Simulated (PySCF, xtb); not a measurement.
C3H7NOSi, SMILES C1=CO[SiH2]NC1.

GFN2-xTB in xtb at its own geometry gives an orbital gap of 4.64 eV and a dipole moment of 1.83 D.

Geometry: ωB97X-D3(BJ)/def2-SVP. This is a generated structure with no PubChem entry under its InChIKey; it may be hypothetical. One conformer was computed; it need not be the lowest.

Problem. What does CAM-B3LYP/def2-TZVP run with PySCF give? (The exact figures need the calculation; the answer reports its results.)

Solution. gap 9.18 eV (levels -7.75 and 1.43 eV), dipole 1.93 D.
